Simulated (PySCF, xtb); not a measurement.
BF2H2N, SMILES NB(F)F. Other conformers were not sampled.

Harmonic wavenumbers (cm⁻¹) from GFN2-xTB in xtb at its own minimum, in rising order: 333, 411, 510, 511, 533, 822, 851, 1287, 1409, 1527, 3532, 3577.

Question: What does B3LYP-D3(BJ)/def2-SVP (PySCF) give at its own minimum? (The exact figures need the calculation; the answer reports its results.)

Answer: 381, 424, 478, 543, 664, 872, 889, 1435, 1443, 1606, 3618, 3723. Paired by order, the mean absolute difference is 70 cm⁻¹ and the zero-point energies are 21.9 and 23.0 kcal/mol.
